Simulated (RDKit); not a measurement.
RDKit input (UFF):

```python
from rdkit import Chem
from rdkit.Chem import AllChem, rdDetermineBonds

mol = Chem.MolFromXYZFile('mol.xyz')
rdDetermineBonds.DetermineBonds(mol, charge=0)
print('SMILES', Chem.MolToSmiles(Chem.RemoveHs(mol)))
ff = AllChem.UFFGetMoleculeForceField(mol)
e0 = ff.CalcEnergy()
flag = ff.Minimize(maxIts=5000, forceTol=1e-5)
print(f'energy {e0:.4f} -> {ff.CalcEnergy():.4f} kcal/mol, converged: {flag == 0}')
print(Chem.MolToXYZBlock(mol))
```
mol.xyz:
```
12

C      2.88887800    -0.12196200     0.02848600
C      1.50410600    -0.00348300    -0.57444300
O      0.54113900    -0.07019000     0.47019000
Ge    -1.19387400     0.04425500     0.04858500
H      2.99266600    -1.06981600     0.55834200
H      3.06511900     0.68818700     0.73739100
H      3.65117100    -0.07385400    -0.75232500
H      1.41124400     0.94568600    -1.11980200
H      1.33877500    -0.81268500    -1.29888900
H     -1.92854800    -0.06196200     1.38877800
H     -1.45504800     1.39549600    -0.64925800
H     -1.55843300    -1.11302800    -0.90474700
```

Output:

```
SMILES CC[O][GeH3]
energy 9.7751 -> 2.4533 kcal/mol, converged: True
12

C      2.880710   -0.117169   -0.014902
C      1.436308   -0.010371   -0.479502
O      0.585928   -0.088973    0.636775
Ge    -1.110150    0.041123    0.045292
H      3.043456   -1.087087    0.501385
H      3.117595    0.712527    0.684575
H      3.562199   -0.056203   -0.889618
H      1.311613    0.964931   -1.003202
H      1.236971   -0.846927   -1.187642
H     -2.080765   -0.041686    1.250798
H     -1.311451    1.397963   -0.677520
H     -1.415218   -1.121485   -0.934132
```

The geometry given is a B3LYP-D3(BJ)/def2-TZVP minimum.
